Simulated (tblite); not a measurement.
Run record: tight-binding relaxation, `ClC(Cl)[SiH2][GeH2][CH](Cl)Cl`.

Computed with GFN2-xTB geometry optimisation, gas phase (tblite 0.8.0). Start geometry: from a force field or distance geometry. The input is one job of a driver script: a line of settings, then coordinates in Å.

Command:
```bash
OMP_NUM_THREADS=1 python probes_run.py task.json out
```

Input:
```
{"job": {"kind": "relax", "xc": "GFN2-xTB", "basis": "xTB"}, "charge": 0, "multiplicity": 1}
Cl     2.626400    -0.208000     1.615200
C      2.530200     0.362200    -0.075300
Cl     3.483800    -0.687300    -1.170600
Si     0.794900     0.549600    -0.694500
Ge    -0.731800    -0.763400     0.431300
C     -2.509500     0.017500     0.158200
Cl    -3.728600    -1.254600     0.132300
Cl    -2.846100     1.100800     1.548200
H      2.992400     1.377900    -0.116500
H      0.800700     0.087400    -2.091200
H      0.353700     1.953000    -0.732700
H     -0.814300    -2.197000    -0.171900
H     -0.450000    -0.926900     1.935700
H     -2.502400     0.588300    -0.790300
```

Output:
```
step      E/eV     max force
  0    -793.88006    1.817
  1    -793.99693    0.915
  2    -794.05530    0.621
  3    -794.08568    0.535
  4    -794.11165    0.424
  5    -794.13007    0.326
  6    -794.14077    0.273
  7    -794.14881    0.305
  8    -794.15611    0.236
  9    -794.16169    0.184
... (104 lines left out)
114    -794.33371    0.026
115    -794.33378    0.021
116    -794.33383    0.017
117    -794.33388    0.018
118    -794.33391    0.019
119    -794.33397    0.022
120    -794.33401    0.018
121    -794.33405    0.015
122    -794.33407    0.011
123    -794.33408    0.007
```

«max force» is the largest atomic force in eV/Å.

Question: From which step on does the largest force stay under 0.1 eV/Å, and how much energy is left to gain from there?

Answer: From step 69 (0.093 eV/Å), 17.3 meV above the end.

Summary of the converged run: energy lowered by 10.5 kcal/mol over 123 steps; largest atomic force 0.007 eV/Å at the end.

Question: Give the final coordinates.

Answer: 0.675 Å rms from the input after alignment:
```
atom  x, y, z in Å
Cl1    2.5532    0.1943    1.6444
C2     2.5122    0.2882   -0.1258
Cl3    2.6501   -1.3446   -0.7993
Si4    0.7719    0.9498   -0.6067
Ge5   -0.5975   -0.7494    0.2793
C6    -2.5118   -0.2293    0.0337
Cl7   -3.5181   -1.3774    0.9210
Cl8   -2.7093    1.4031    0.6973
H9     3.3825    0.8530   -0.4474
H10    0.7462    1.0401   -2.0689
H11    0.6424    2.2684    0.0107
H12   -0.5183   -2.1240   -0.3353
H13   -0.5112   -0.9748    1.7591
H14   -2.8930   -0.1980   -0.9842
```

Question: How long does this job take on an Arm Neoverse N1 with one thread (shared host)?

Answer: About 2.9 s.
Labels such as C1 count atoms from 1, the log's own numbers from 0.
